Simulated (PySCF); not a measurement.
Stick spectrum of a doublet radical in fast tumbling, microwave frequency 9.6 GHz, simulated to first order from computed parameters.

```json
{"field (mT)": "333.12", "relative intensity": "1"}
{"field (mT)": "334.58", "relative intensity": "1"}
{"field (mT)": "335.50", "relative intensity": "3"}
{"field (mT)": "336.96", "relative intensity": "3"}
{"field (mT)": "337.87", "relative intensity": "3"}
{"field (mT)": "339.33", "relative intensity": "3"}
{"field (mT)": "340.25", "relative intensity": "1"}
{"field (mT)": "341.71", "relative intensity": "1"}
{"field (mT)": "342.58", "relative intensity": "1"}
{"field (mT)": "344.04", "relative intensity": "1"}
{"field (mT)": "344.96", "relative intensity": "3"}
{"field (mT)": "346.42", "relative intensity": "3"}
{"field (mT)": "347.33", "relative intensity": "3"}
{"field (mT)": "348.79", "relative intensity": "3"}
{"field (mT)": "349.71", "relative intensity": "1"}
{"field (mT)": "351.17", "relative intensity": "1"}
```

(1) Find the g value from the centre of the pattern.

(2) Which couplings and how many nuclei make this pattern?

(3) The radical has the formula C4H4FO2S. Propose a structure, and say which nuclei carry the couplings.

Results:

(1) The pattern is symmetric about 342.15 mT, so g = hν/(μB·B0) = 9600/(13.99624 × 342.15) = 2.0047, a shift of +2.4 × 10⁻³ from the free-electron value.

(2) The first two lines at either end are about 1.46 mT apart, which is the smallest coupling, and their intensity ratio 1:1 counts the nuclei that share it. In full: a 1:1 doublet of 9.46 mT (265 MHz), from 1 nucleus of spin 1/2; a 1:3:3:1 quartet of 2.37 mT (67 MHz), from 3 nuclei of spin 1/2; a 1:1 doublet of 1.46 mT (41 MHz), from 1 nucleus of spin 1/2. Check: Σ 2nI·a is the distance from the first to the last line, 18.04 mT.

(3) The pattern alone needn't single out one isomer; the structure behind this simulation is `[C@H]1(F)[C](OC(O1)=S)C` [radical], numbered [CH3:1][C:2]1[O:3][C:4](=[S:5])[O:6][C@H:7]1[F:8] (hydrogens: H9, H10, H11 on C1; H12 on C7). 9.46 mT: 19F at F8 (2 bonds from C2; computed sign +); 2.37 mT: 1H at H9/H10/H11 (β, 2 bonds from C2; computed sign +); 1.46 mT: 1H at H12 (β, 2 bonds from C2; computed sign +). Largest spin populations (Mulliken): C2 (+0.81), S5 (+0.14) and C1 (-0.07). The angles at C2 add up to 358.8°, so it is planar.

Computed, not measured: PySCF, UKS B3LYP, pcH-1 on C F H O S, non-relativistic, mean-field spin-orbit, GIAO. Isolated species at its GFN2-xTB geometry, gas phase. The geometry wasn't refined by DFT: couplings that depend on bond lengths, twists or pyramidal angles can differ widely from those at the functional's own minimum. Stability of the SCF solution: not tested.

Nuclei that the bonding pattern makes equivalent are averaged, as if the motion that swaps them (rotation, inversion, ring flip) were fast. The three 1H nuclei of mean +66.6 MHz run from 3.5 to 113.9 MHz in the frozen geometry.

First-order positions only. To second order lines move to lower field by a²/(2B0)·[J(J+1) − M²], with J the total spin of the equivalent nuclei and M its projection: up to 0.07 mT for the 9.46 mT coupling at this field.

Rare isotopes and splittings under 0.04 mT were left out of the simulation.
